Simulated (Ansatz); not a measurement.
Sr₈O₈⁺ (started as a model of: 2x2x4 SrO rock-salt block). The state is a doublet with charge 1. Geometry r2SCAN-D4/def2-SVP; atoms count from 1.

Cartesian coordinates in Å:
```
Sr -3.8432 0.6130 1.0081
O -1.7480 1.0502 0.0019
Sr 0.2546 1.8140 -1.1633
O 2.4490 2.1040 -2.1158
O -3.4964 -1.5864 0.3997
Sr -1.5516 -1.1730 -0.9619
O 0.5956 -0.4807 -1.8901
Sr 2.5735 0.0144 -3.0886
O -2.6351 -0.1574 2.8164
Sr -0.4848 0.5938 2.0300
O 1.5434 1.0891 0.7681
Sr 3.6176 1.7464 -0.1588
Sr -2.3479 -2.3738 2.2393
O -0.3911 -1.6586 1.1201
Sr 1.7818 -1.2348 0.0952
O 3.6825 -0.3601 -1.1003
```

In the def2 sets Sr takes a core potential; there is no spin–orbit coupling.

Q: Estimate the Mulliken populations from the PBE0/def2-SVP orbitals of Ansatz.

A: 
```json
{"atom": "Sr1", "charge (e)": "0.85", "spin (α − β)": "-0.06"}
{"atom": "O2", "charge (e)": "-0.82", "spin (α − β)": "0.00"}
{"atom": "Sr3", "charge (e)": "0.92", "spin (α − β)": "0.01"}
{"atom": "O4", "charge (e)": "-0.70", "spin (α − β)": "0.30"}
{"atom": "O5", "charge (e)": "-0.70", "spin (α − β)": "0.30"}
{"atom": "Sr6", "charge (e)": "0.92", "spin (α − β)": "0.01"}
{"atom": "O7", "charge (e)": "-0.82", "spin (α − β)": "0.00"}
{"atom": "Sr8", "charge (e)": "0.85", "spin (α − β)": "-0.06"}
{"atom": "O9", "charge (e)": "-0.70", "spin (α − β)": "0.30"}
{"atom": "Sr10", "charge (e)": "0.92", "spin (α − β)": "0.01"}
{"atom": "O11", "charge (e)": "-0.82", "spin (α − β)": "0.00"}
{"atom": "Sr12", "charge (e)": "0.85", "spin (α − β)": "-0.06"}
{"atom": "Sr13", "charge (e)": "0.85", "spin (α − β)": "-0.06"}
{"atom": "O14", "charge (e)": "-0.82", "spin (α − β)": "0.00"}
{"atom": "Sr15", "charge (e)": "0.92", "spin (α − β)": "0.01"}
{"atom": "O16", "charge (e)": "-0.70", "spin (α − β)": "0.30"}
```
Mulliken values and Mayer orders depend strongly on the basis.

Q: Where does the spin sit?

A: Summed by element: Sr -0.19, O 1.19, of 1 unpaired in all. Largest on single atoms: O9 0.30, O4 0.30, O5 0.30.

Q: And the Mayer bond orders between bonded heavy atoms (over 0.3)?

A: Sr1–O2 0.62 (2.37 Å); Sr1–O5 0.56 (2.31 Å); Sr1–O9 0.57 (2.31 Å); O2–Sr3 0.44 (2.44 Å); O2–Sr6 0.33 (2.43 Å); O2–Sr10 0.34 (2.43 Å); Sr3–O4 0.38 (2.41 Å); Sr3–O7 0.33 (2.43 Å); Sr3–O11 0.34 (2.43 Å); Sr3–Sr15 0.31 (3.63 Å); O4–Sr8 0.56 (2.31 Å); O4–Sr12 0.57 (2.31 Å); O5–Sr6 0.38 (2.41 Å); O5–Sr13 0.57 (2.31 Å); Sr6–O7 0.44 (2.44 Å); Sr6–Sr10 0.31 (3.63 Å); Sr6–O14 0.34 (2.43 Å); O7–Sr8 0.62 (2.37 Å); O7–Sr15 0.34 (2.43 Å); Sr8–O16 0.57 (2.31 Å); O9–Sr10 0.38 (2.41 Å); O9–Sr13 0.56 (2.31 Å); Sr10–O11 0.44 (2.44 Å); Sr10–O14 0.33 (2.43 Å); O11–Sr12 0.62 (2.37 Å); O11–Sr15 0.33 (2.43 Å); Sr12–O16 0.56 (2.31 Å); Sr13–O14 0.62 (2.37 Å); O14–Sr15 0.44 (2.44 Å); Sr15–O16 0.38 (2.41 Å).
